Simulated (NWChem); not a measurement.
C₂H₈InN; SMILES [InH]([CH2]C)[NH2]

```xyz
12

In    -0.3086    -0.5053     0.0000
H     -1.4335    -1.8159     0.0000
C     -0.6224     1.6442     0.0000
C      0.6570     2.4714     0.0000
H     -1.2469     1.8780     0.8785
H     -1.2469     1.8780    -0.8785
H      1.2811     2.2670    -0.8848
H      1.2811     2.2670     0.8848
H      0.4455     3.5549     0.0000
N      1.6365    -1.0714     0.0000
H      1.9576    -2.0325     0.0000
H      2.4217    -0.4308     0.0000
```
Atoms are numbered in this order, from 1.

Results from NWChem. Medium grid unless said otherwise, to which SCAN and Minnesota functionals are sensitive. Coordinates come from a PBE0/def2-SVP optimisation. Not confirmed as a minimum by frequencies. def2 effective core potentials on In; no spin-orbit coupling. Hybrids' shares of exact exchange are those that their runs print; pure functionals count as 0. The functionals differ in more than this share.

| row | share of exact exchange | orbital gap (eV) |
|---|---|---|
| PBE/def2-SVP | 0.00 | 3.94 |
| B97-D/def2-SVP | 0.00 | 3.97 |
| TPSSh/def2-SVP | 0.10 | 4.91 |
| B3LYP/def2-SVP | 0.20 | 5.44 |
| B3PW91/def2-SVP | 0.20 | 5.59 |
| B97-2/def2-SVP | 0.21 | 5.66 |
| PW6B95/def2-SVP | 0.28 | 6.03 |
| M06-2X/def2-SVP | 0.54 | withheld |

Q: Fit a straight line of the last column on the one before it, predict the withheld value, and compare with the run.

A: 
1. Means of the 7 shown rows: x = 0.141, y = 5.077. Slope Σ(x − x̄)(y − ȳ)/Σ(x − x̄)² = 0.5476/0.07249 = 7.555; intercept 4.009.
2. The shown rows scatter about the line by 0.086 (root mean square); the largest residual is +0.15, at TPSSh/def2-SVP.
3. At x = 0.54 (M06-2X/def2-SVP; beyond the shown range) the line gives 8.09.
4. The run gives 7.79, -0.30 from the line, 3.5 times the scatter.
